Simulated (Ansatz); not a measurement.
Energy needed to pull apart GaNH3Cl (SMILES [NH2][GaH][Cl]), closed shell, into free ground-state atoms, from the structure below (displaced at random from a GFN2-xTB minimum); no zero-point or spin–orbit terms; open-shell atoms are treated unrestricted, in their ground-state multiplicity.

```
6
angstrom
N -0.2129 0.6661 0.7841
Ga -0.0765 -0.5018 -0.6177
Cl 1.9036 -1.3911 -1.0145
H 0.5414 0.9103 1.4385
H -0.9429 1.1190 1.0857
H -1.3051 -0.7915 -1.4522
```

Ansatz 0.2.0; basis: def2-TZVPP; cores frozen in the correlated methods. Filled d shells of the heavier atoms are correlated. The def2 sets are not built for correlating such inner shells, so the correlated values are less sure here.

| method | atomization energy (kcal/mol) |
| --- | --- |
| PBE-D4 | ? |
| revPBE-D4 | 402.0 |
| r2SCAN-D4 | 410.3 |
| PBE0-D4 | 406.8 |
| r2SCANh-D4 | 407.3 |
| wB97M-V | 411.0 |
| HF | 282.4 |
| MP2 | ? |
| CCSD | 394.4 |
| CCSD(T) | 401.1 |

(1) What does MP2 give? (To be estimated.)

(2) What does PBE-D4 give? (An estimate is asked for; the value comes from the calculation.)

T1 diagnostic: at most 0.013.

Answers

(1) The calculation gives: 407.8 kcal/mol, which is about 6.7 kcal/mol more than CCSD(T)/def2-TZVPP.

(2) Computed: 413.6 kcal/mol, which is about 12.5 kcal/mol more than CCSD(T)/def2-TZVPP.

In triple zeta the MP2 and coupled-cluster atomization energies are still short of their basis limit by a few kcal/mol a bond, whereas those of the functionals are nearly converged, so these differences are not deviations from converged CCSD(T).

For scale, one of the runs: CCSD(T)/def2-TZVPP forces, 163 basis functions (an equivalent command: `ansatz run in.yaml --threads 4`). Time: 100 s of wall clock on 4 CPU threads; the host was shared. Peak host memory: 2.2 GiB.
